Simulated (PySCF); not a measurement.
Point-charge models of `[SiH3]C/C=N/C1=CC=CO1` against its computed dipole.

Coordinates (GFN2-xTB, Å) and charges (e) from the PBE0/pcSseg-1 density (PySCF):

```json
{"atom": "Si1", "x": "3.303", "y": "-0.508", "z": "-0.007", "Mulliken": "+0.5024", "IAO": "+0.6148", "Hirshfeld": "+0.3271", "ESP-fitted": "+0.4233"}
{"atom": "C2", "x": "2.188", "y": "0.566", "z": "-1.141", "Mulliken": "-0.4512", "IAO": "-0.5423", "Hirshfeld": "-0.1558", "ESP-fitted": "-0.3277"}
{"atom": "C3", "x": "0.839", "y": "0.652", "z": "-0.566", "Mulliken": "-0.0013", "IAO": "+0.0348", "Hirshfeld": "+0.0445", "ESP-fitted": "+0.3820"}
{"atom": "N4", "x": "-0.109", "y": "-0.066", "z": "-1.022", "Mulliken": "-0.4117", "IAO": "-0.2836", "Hirshfeld": "-0.1600", "ESP-fitted": "-0.6745"}
{"atom": "C5", "x": "-1.356", "y": "-0.059", "z": "-0.493", "Mulliken": "+0.3765", "IAO": "+0.2446", "Hirshfeld": "+0.0879", "ESP-fitted": "+0.5948"}
{"atom": "C6", "x": "-2.459", "y": "-0.734", "z": "-0.955", "Mulliken": "-0.0982", "IAO": "-0.2151", "Hirshfeld": "-0.0865", "ESP-fitted": "-0.3408"}
{"atom": "C7", "x": "-3.516", "y": "-0.417", "z": "-0.075", "Mulliken": "-0.1710", "IAO": "-0.2231", "Hirshfeld": "-0.0907", "ESP-fitted": "-0.2183"}
{"atom": "C8", "x": "-2.991", "y": "0.422", "z": "0.860", "Mulliken": "+0.1854", "IAO": "+0.0093", "Hirshfeld": "+0.0069", "ESP-fitted": "-0.1761"}
{"atom": "O9", "x": "-1.690", "y": "0.652", "z": "0.626", "Mulliken": "-0.3980", "IAO": "-0.2587", "Hirshfeld": "-0.0682", "ESP-fitted": "-0.1828"}
{"atom": "H10", "x": "4.621", "y": "-0.583", "z": "-0.639", "Mulliken": "-0.0843", "IAO": "-0.1161", "Hirshfeld": "-0.0754", "ESP-fitted": "-0.1139"}
{"atom": "H11", "x": "2.712", "y": "-1.835", "z": "0.138", "Mulliken": "-0.0644", "IAO": "-0.1087", "Hirshfeld": "-0.0704", "ESP-fitted": "-0.0833"}
{"atom": "H12", "x": "3.418", "y": "0.143", "z": "1.300", "Mulliken": "-0.0800", "IAO": "-0.1192", "Hirshfeld": "-0.0765", "ESP-fitted": "-0.1099"}
{"atom": "H13", "x": "2.136", "y": "0.113", "z": "-2.129", "Mulliken": "+0.1615", "IAO": "+0.1702", "Hirshfeld": "+0.0491", "ESP-fitted": "+0.1273"}
{"atom": "H14", "x": "2.627", "y": "1.560", "z": "-1.224", "Mulliken": "+0.1579", "IAO": "+0.1596", "Hirshfeld": "+0.0500", "ESP-fitted": "+0.0943"}
{"atom": "H15", "x": "0.712", "y": "1.331", "z": "0.285", "Mulliken": "+0.1018", "IAO": "+0.1204", "Hirshfeld": "+0.0392", "ESP-fitted": "+0.0077"}
{"atom": "H16", "x": "-2.491", "y": "-1.367", "z": "-1.816", "Mulliken": "+0.0859", "IAO": "+0.1746", "Hirshfeld": "+0.0589", "ESP-fitted": "+0.1994"}
{"atom": "H17", "x": "-4.527", "y": "-0.765", "z": "-0.129", "Mulliken": "+0.0898", "IAO": "+0.1670", "Hirshfeld": "+0.0572", "ESP-fitted": "+0.1909"}
{"atom": "H18", "x": "-3.425", "y": "0.902", "z": "1.715", "Mulliken": "+0.0988", "IAO": "+0.1713", "Hirshfeld": "+0.0625", "ESP-fitted": "+0.2076"}
```

Task: Compute μ = Σ q r for each scheme (1 e·Å = 4.803 D) and compare with the dipole of the full density.

Result: The full density gives (0.16, 0.73, 0.62) D, 0.98 D in size; dipole vectors point from the negative to the positive end.

```csv
scheme,μx,μy,μz,size (D),share of the full size (%),angle to the full dipole (°)
Mulliken,0.97,-0.41,0.95,1.42,146,71
IAO,0.71,-0.19,0.81,1.09,112,64
Hirshfeld,0.70,0.33,0.48,0.91,93,42
ESP-fitted,0.17,0.72,0.62,0.97,99,1
```

Task: Which set comes closest?

Result: Length of the difference vector: ESP-fitted 0.02 D, Hirshfeld 0.69 D, IAO 1.09 D, Mulliken 1.44 D. Closest: ESP-fitted. ESP charges are fitted to the potential around the molecule, whose slowest-falling term is the dipole's. 

Task: What is left for the Hirshfeld atoms' own dipoles?

Result: The shares of the density sum to the whole, so what Σ q r misses lies in dipoles about the nuclei. The atomic dipoles sum to (0.16, 0.73, 0.62) − (0.70, 0.33, 0.48) = (-0.54, 0.40, 0.14) D, 0.69 D in size.

Task: With the origin at the mean of the coordinates, (0.000, 0.000, -0.293) Å, which are the largest single terms, by size, of the ESP-fitted dipole along the direction of the full one?

Result: H16 -2.30, C6 +2.24, N4 +1.72, H18 +1.41, C5 -1.11 D; all 18 atoms together +0.97 D. The single terms depend on the origin, their sum doesn't.

Task: Give the size of the full dipole in other units.

Result: 0.98 D = 0.384 au = 0.203 e·Å = 3.25 × 10⁻³⁰ C·m.

Geometry: GFN2-xTB, one conformer, isolated molecule.

Conformer computed: `[SiH3:1][CH2:2]/[CH:3]=[N:4]/[c:5]1[cH:6][cH:7][cH:8][o:9]1`: Si1–C2–C3–N4 -101°, C3–N4–C5–C6 176°.
